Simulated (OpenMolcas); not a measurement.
**Au3+: effect of the metal basis**

Au3+ with its 6 nearest fluoride ions at 2.082 Å, on the Ga site of K2NaGaF6 (a = 8.246 Å, distance in the model lattice 1.938 Å). The rest of the host is ab initio model potentials to 7.6 Å and point charges beyond; the distance is set by hand and nothing relaxes.

```yaml
Program: OpenMolcas
Method: CASSCF
Spin-orbit_coupling: RASSI with atomic mean-field integrals over the reference wave functions
```

Fixed: ligand basis ANO-RCC-VDZP, active space 8 electrons in 5 orbitals (5d), DKH2 Hamiltonian.

States (labels of O, the rotations of Oh). Energies in cm-1 above the lowest state or level, χT in cm3 K/mol; 10Dq and B are least-squares fits to the states below 45000 cm-1, weighted by degeneracy, with a free offset, and given where the rms deviation is under 5 % of |10Dq| (or 100 cm-1) and under 700 cm-1.

```csv
Run,Metal basis,Ground state,First state of that spin,10Dq,B (rms of fit),First gap with spin-orbit (degeneracies),χT at 300 K,First state of another spin,Cost
A,ANO-RCC-VDZP,3A2,3T2 22641,21859,824 (255),"10473 (3, 2)",1.499,1E 11836,roughly 40 core-seconds
B,ANO-RCC-VTZP,3A2,3T2 21707,21192,814 (166),"10470 (3, 2)",1.525,1E 11923,roughly 60 core-seconds
```

Against A, |10Dq| changes by -3.1 % in B.

Costs are those of the RASSCF and RASSI steps.

Without dynamic correlation the repulsion within the d shell is too large (B by tens of per cent), so at a given field states of lower spin stand too high. Real 4d8 and 5d8 ions are as a rule square planar and diamagnetic. With metal d orbitals alone the field can be off either way by tens of per cent. Ligand-to-metal charge-transfer states are missing. With no ligand orbital active B as a rule stays too high, so bands that hang on it stand too high and its fall with covalency is understated. The least metal-like active orbital is 75 % on the metal (Löwdin) and no ligand orbital is active, so the numbers are rough (holds for A). The least metal-like active orbital is 76 % on the metal (Löwdin) and no ligand orbital is active, so the numbers are rough (holds for B). No measured value stands beside these numbers; the geometry was set by hand and not optimised.
